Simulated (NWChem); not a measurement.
Molecule: SiH2ClF; SMILES Cl[SiH2]F

```xyz
5

Si    -0.5082     0.5502     0.0000
F      0.7400     1.5764     0.0000
Cl     0.2201    -1.3657     0.0000
H     -1.2904     0.7703    -1.2394
H     -1.2904     0.7703     1.2394
```
Atoms are numbered in this order, from 1.

Computed with NWChem. Geometry optimised at PBE0/def2-SVP; all other runs use it. 

```csv
quantity,level,value
"isotropic polarisability (bohr³), static",PBE/def2-SVPD,41.7
−ε(HOMO) (eV),PBE/def2-SVP,7.69
dipole in solution (D) in water,"PBE0/def2-SVP, SMD",1.86
"vertical, lowest excitation, singlet (eV)","PBE/def2-SVPD, TDA",7.07
dipole (D),PBE0/def2-SVP,1.50
highest harmonic frequency (cm⁻¹),PBE0/def2-SVP,2306
```
